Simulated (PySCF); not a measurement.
C₃H₆Cl, SMILES C[C](C)Cl (connectivity only; charge and spin as stated), charge +1, multiplicity 1.

Coordinates come from a B3LYP-D3(BJ)/def2-SVP optimisation. The spin state was assumed, not searched. The isomer is the one that the SMILES or the coordinates give; other isomers of the formula were not compared.

Computed with r2SCAN/def2-TZVP run with PySCF.

```json
{
  "total_energy": "-577.77195 hartree",
  "point_group": "C2",
  "highest_occupied_level": "-14.00 eV",
  "lowest_empty_level": "-9.84 eV",
  "orbital_gap": "4.16 eV",
  "dipole_moment_about_the_centre_of_nuclear_charge": "2.61 D",
  "mean_static_polarisability": "46.6 bohr³ (6.90 Å³)",
  "polarisability_principal_values": "33.4, 48.7, 57.7 bohr³"
}
```
